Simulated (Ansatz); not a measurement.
```yaml
crystal:
  periodic: [false, false, false]
  atoms:
    - {symbol: C, position_ang: [-2.618400, 1.505326, -2.329080]}
    - {symbol: B, position_ang: [-0.261639, 0.187953, -0.239279]}
    - {symbol: N, position_ang: [0.797570, -2.540704, 0.580678]}
    - {symbol: Si, position_ang: [2.890388, -0.024741, 2.629860]}
    - {symbol: H, position_ang: [-4.159813, 2.880932, -1.095059]}
    - {symbol: H, position_ang: [-1.578836, 2.955754, -3.944508]}
    - {symbol: H, position_ang: [-3.872459, -0.172774, -3.511809]}
    - {symbol: H, position_ang: [0.392340, -4.669049, 0.095308]}
    - {symbol: H, position_ang: [2.502287, -0.224567, 5.873132]}
    - {symbol: H, position_ang: [6.090941, -0.010991, 1.947358]}
basis:
  gaussian: {orbitals: cc-pVTZ, fitting: {mean_field: def2-universal-jkfit}}
hamiltonian: {xc: {name: RPBE}, dispersion: d3bj}
output: {forces: true}
```

```sh
$ ansatz run in.yaml --threads 2 --pin off --events-out ev --progress --plain --max-ram 4352MiB
```

Output, abridged:

```
Functional definition: RPBE
463 factors; integrals over basis functions are off by at most 1.5e0 eV
mean field evaluation 1: about -11097.4929 eV, gradient 1.1e2 eV
mean field evaluation 2: about -10637.2972 eV, gradient 1.9e2 eV
mean field evaluation 4: about -10760.3094 eV, gradient 1.7e2 eV
mean field evaluation 8: about -11139.9553 eV, gradient 1.4e1 eV
mean field evaluation 16: about -11142.0879 eV, gradient 1.5e0 eV
mean field evaluation 64: about -11141.2967 eV, gradient 1.4e1 eV
mean field evaluation 96: about -11140.3208 eV, gradient 7.0e0 eV
mean field evaluation 128: about -11141.4423 eV, gradient 1.2e1 eV
mean field evaluation 192: about -11140.4616 eV, gradient 1.4e1 eV
mean field evaluation 224: about -11140.9864 eV, gradient 1.8e1 eV
mean field evaluation 256: about -11141.6825 eV, gradient 1.2e1 eV
mean field -11142.24272351 eV, -409.4698676057 hartree, gradient 7.4e-6 eV, S^2 0.000000; 18 other end points of the search recorded, 0 dependent functions left out
reference -11142.24279195 eV, -409.4698701206 hartree; 19, 19 occupied and 189, 189 virtual orbitals, 463 factors
Total energy: -11142.61439950 eV, -409.4835264462 hartree
Atom 0 at    -2.618400     1.505326    -2.329080 Å, force    -0.948538     0.710886    -0.926833 eV/Å
Atom 1 at    -0.261639     0.187953    -0.239279 Å, force     0.000900    -0.937306     0.074986 eV/Å
Atom 2 at     0.797570    -2.540704     0.580678 Å, force    -0.441910    -0.873928    -0.509195 eV/Å
Atom 3 at     2.890388    -0.024741     2.629860 Å, force     0.719886    -0.341145     0.547871 eV/Å
Atom 4 at    -4.159813     2.880932    -1.095059 Å, force     1.203855    -1.086143    -0.968669 eV/Å
Atom 5 at    -1.578836     2.955754    -3.944508 Å, force    -0.841602    -1.148431     1.264505 eV/Å
Atom 6 at    -3.872459    -0.172774    -3.511809 Å, force     0.966531     1.324164     0.914095 eV/Å
Atom 7 at     0.392340    -4.669049     0.095308 Å, force     0.361280     2.323147     0.472250 eV/Å
Atom 8 at     2.502287    -0.224567     5.873132 Å, force     0.140335     0.057306    -1.137177 eV/Å
Atom 9 at     6.090941    -0.010991     1.947358 Å, force    -1.160736    -0.028548     0.268167 eV/Å
Dipole moment:     0.216426     0.143376     0.254087 e Å
```

Problem. What is wrong with this run?

Solution. The geometry is stretched to more than twice its size. Self-consistency was reached. The result belongs to that input, not to the molecule as meant.
